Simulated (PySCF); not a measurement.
**Radial density of Al (aluminium, neutral)**

B3LYP, [Ne] 3s2 3p1, 2P determinant. Computed with PySCF 2.14 in pcseg-2 (5s4p2d1f, 34 functions), with no relativity, point nucleus.

```json
{"r (bohr)": "0.00156", "4πr²ρ (e/bohr)": "0.04145", "4πr²(ρα − ρβ)": "0.0000"}
{"r (bohr)": "0.00263", "4πr²ρ (e/bohr)": "0.1144", "4πr²(ρα − ρβ)": "0.0000"}
{"r (bohr)": "0.00442", "4πr²ρ (e/bohr)": "0.3082", "4πr²(ρα − ρβ)": "0.0000"}
{"r (bohr)": "0.00744", "4πr²ρ (e/bohr)": "0.8068", "4πr²(ρα − ρβ)": "0.0000"}
{"r (bohr)": "0.0125", "4πr²ρ (e/bohr)": "1.999", "4πr²(ρα − ρβ)": "0.0000"}
{"r (bohr)": "0.0211", "4πr²ρ (e/bohr)": "4.534", "4πr²(ρα − ρβ)": "0.0000"}
{"r (bohr)": "0.0354", "4πr²ρ (e/bohr)": "8.845", "4πr²(ρα − ρβ)": "0.0001"}
{"r (bohr)": "0.0596", "4πr²ρ (e/bohr)": "13.49", "4πr²(ρα − ρβ)": "0.0010"}
{"r (bohr)": "0.100", "4πr²ρ (e/bohr)": "13.97", "4πr²(ρα − ρβ)": "0.0055"}
{"r (bohr)": "0.169", "4πr²ρ (e/bohr)": "9.539", "4πr²(ρα − ρβ)": "0.0198"}
{"r (bohr)": "0.283", "4πr²ρ (e/bohr)": "9.768", "4πr²(ρα − ρβ)": "0.0428"}
{"r (bohr)": "0.477", "4πr²ρ (e/bohr)": "12.61", "4πr²(ρα − ρβ)": "0.0372"}
{"r (bohr)": "0.802", "4πr²ρ (e/bohr)": "6.416", "4πr²(ρα − ρβ)": "-0.0005"}
{"r (bohr)": "1.35", "4πr²ρ (e/bohr)": "1.429", "4πr²(ρα − ρβ)": "0.0919"}
{"r (bohr)": "2.27", "4πr²ρ (e/bohr)": "1.195", "4πr²(ρα − ρβ)": "0.2973"}
{"r (bohr)": "3.82", "4πr²ρ (e/bohr)": "0.4885", "4πr²(ρα − ρβ)": "0.2244"}
{"r (bohr)": "6.42", "4πr²ρ (e/bohr)": "0.04777", "4πr²(ρα − ρβ)": "0.0370"}
{"r (bohr)": "10.8", "4πr²ρ (e/bohr)": "0.0004171", "4πr²(ρα − ρβ)": "0.0004"}
```
